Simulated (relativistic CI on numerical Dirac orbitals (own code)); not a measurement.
Hyperfine structure of Rh¹⁸⁺, mass number 103

Calculated at this level of theory: Dirac-Coulomb-Breit CI, orbitals from a KLI potential per configuration, model QED, unscaled Slater integrals (own radial code, finite nucleus).

Configuration list (outside the closed core [Ne]): 3s2 3p6 3d9, 3s2 3p5 3d10, 3s 3p6 3d10, 3s2 3p6 3d8 4s, 3s2 3p6 3d8 4p, 3s2 3p6 3d8 4d, 3s2 3p6 3d7 4s2, 3s2 3p6 3d8 4f, 3s2 3p5 3d9 4s, 3s2 3p6 3d7 4s 4p, 3s2 3p4 3d10 4s, 3s2 3p6 3d8 5s, 3s2 3p6 3d7 4p2, 3s2 3p5 3d9 4p, 3s2 3p4 3d10 4p, 3s2 3p6 3d8 5p. Levels of other configurations are missing.

Nuclear spin I = 1/2, μ = -0.08829 μN (tables of Stone and Pyykkö). The electronic factors are computed for point nuclear moments, without core polarisation or the Bohr-Weisskopf and QED corrections.

| Level | E (eV) | A (MHz) |
| --- | --- | --- |
| 3s2 3p6 3d9 2D_5/2 | 0.000 | -944.8 |
| 3s2 3p6 3d9 2D_3/2 | 4.975 | -2292 |
| 3s2 3p5 3d10 2P°_3/2 | 187.883 | -4840 |
| 3s2 3p5 3d10 2P°_1/2 | 213.815 | -29450 |
| 3s2 3p6 3d8 4s 4F_9/2 | 309.082 | -3956 |
| 3s2 3p6 3d8 4s 4F_5/2 | 313.575 | -3255 |
| 3s2 3p6 3d8 4s 4F_3/2 | 313.828 | 3945 |
| 3s2 3p6 3d8 4s 4F_7/2 | 314.337 | -4702 |

Levels with J = 0, under 50 % of one LS term, or S terms without an open s electron are left out. Small factors come from cancelling terms and can be off by tens of per cent or more.

At this charge energies of transitions that change n are usually good to better than 1 %, and those within a shell (Δn = 0) to a few per cent.

Question: Give the hyperfine levels of 3s2 3p6 3d9 2D_5/2 relative to its centre of gravity.

Answer: With K = F(F + 1) − I(I + 1) − J(J + 1), E = AK/2: F = 2: 1653, F = 3: -1181 MHz.

LS names give the leading component of a level, which can be under half, so a name can repeat, a term be missing and a line seem to break the LS rules.
